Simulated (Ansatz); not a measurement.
# A relaxation, step by step

SnSiNH9, closed shell, PBE0-D4/def2-TZVP (Ansatz 0.2.0). Settings:

```yaml
hamiltonian: {xc: pbe0, dispersion: d4}
relax: {f_tol: 0.005, max_steps: 200}
```

Start, a step off a saddle point along its unstable mode:

Sn1  (-1.222, 0.391, -1.029)
Si2  (0.505, -1.284, 1.321)
H3  (-0.968, -1.037, -1.861)
H4  (-2.187, 0.520, 0.328)
H5  (-1.591, 1.670, -2.163)
H6  (0.990, 0.608, 0.068)
N7  (0.786, 1.216, -0.522)
H8  (0.324, -0.958, 2.801)
H9  (1.715, -2.191, 1.360)
H10  (-0.614, -2.270, 1.089)
H11  (1.483, 1.181, -1.277)
H12  (0.779, 2.153, -0.115)
(Å)

```csv
step,energy less the last (meV),largest force component (eV/Å)
1,2805.3,8.040
3,1457.2,0.918
5,869.3,0.694
7,407.8,0.447
9,154.9,0.496
11,58.3,0.354
13,49.3,0.033
15,46.8,0.025
17,45.4,0.083
19,41.9,0.132
21,36.8,0.271
23,13.2,0.157
25,2.7,0.063
27,0.1,0.007
29,0.0,0.014
30,0.0,0.001
```

Step 21, positions (Å) and forces (eV/Å):

```json
{"atom": "Sn1", "x": "-1.610", "y": "-0.271", "z": "-0.638", "Fx": "-0.271", "Fy": "0.121", "Fz": "-0.265"}
{"atom": "Si2", "x": "0.019", "y": "-1.146", "z": "1.123", "Fx": "-0.025", "Fy": "-0.031", "Fz": "0.014"}
{"atom": "H3", "x": "-1.283", "y": "-0.920", "z": "-2.207", "Fx": "0.011", "Fy": "0.052", "Fz": "0.221"}
{"atom": "H4", "x": "-3.264", "y": "-0.673", "z": "-0.297", "Fx": "0.267", "Fy": "0.017", "Fz": "-0.010"}
{"atom": "H5", "x": "-1.595", "y": "1.444", "z": "-0.830", "Fx": "0.035", "Fy": "-0.182", "Fz": "0.081"}
{"atom": "H6", "x": "2.377", "y": "1.100", "z": "0.168", "Fx": "-0.126", "Fy": "0.013", "Fz": "-0.067"}
{"atom": "N7", "x": "1.506", "y": "1.194", "z": "-0.348", "Fx": "0.066", "Fy": "0.125", "Fz": "0.084"}
{"atom": "H8", "x": "0.334", "y": "-0.104", "z": "2.134", "Fx": "0.007", "Fy": "0.012", "Fz": "-0.021"}
{"atom": "H9", "x": "1.262", "y": "-1.658", "z": "0.497", "Fx": "0.003", "Fy": "0.008", "Fz": "-0.005"}
{"atom": "H10", "x": "-0.612", "y": "-2.288", "z": "1.849", "Fx": "-0.012", "Fy": "0.012", "Fz": "-0.002"}
{"atom": "H11", "x": "1.746", "y": "1.216", "z": "-1.331", "Fx": "-0.002", "Fy": "-0.019", "Fz": "-0.017"}
{"atom": "H12", "x": "1.118", "y": "2.106", "z": "-0.120", "Fx": "0.047", "Fy": "-0.128", "Fz": "-0.013"}
```

Last step (30):

```json
{"atom": "Sn1", "x (Å)": "-1.5359", "y (Å)": "-0.2014", "z (Å)": "-0.6004"}
{"atom": "Si2", "x (Å)": "-0.0306", "y (Å)": "-1.1566", "z (Å)": "1.2249"}
{"atom": "H3", "x (Å)": "-0.8749", "y (Å)": "-0.4500", "z (Å)": "-2.1567"}
{"atom": "H4", "x (Å)": "-3.0870", "y (Å)": "-0.9422", "z (Å)": "-0.6044"}
{"atom": "H5", "x (Å)": "-1.7981", "y (Å)": "1.4740", "z (Å)": "-0.3866"}
{"atom": "H6", "x (Å)": "2.2697", "y (Å)": "0.9134", "z (Å)": "-0.0272"}
{"atom": "N7", "x (Å)": "1.4120", "y (Å)": "1.1622", "z (Å)": "-0.5048"}
{"atom": "H8", "x (Å)": "0.3841", "y (Å)": "-0.0835", "z (Å)": "2.1669"}
{"atom": "H9", "x (Å)": "1.1848", "y (Å)": "-1.7679", "z (Å)": "0.6250"}
{"atom": "H10", "x (Å)": "-0.7239", "y (Å)": "-2.2121", "z (Å)": "2.0174"}
{"atom": "H11", "x (Å)": "1.6053", "y (Å)": "1.1449", "z (Å)": "-1.4988"}
{"atom": "H12", "x (Å)": "1.1945", "y (Å)": "2.1194", "z (Å)": "-0.2555"}
```

Hardware: 8 CPU threads of an AMD EPYC 9R45, shared host. Wall time about 19 s.
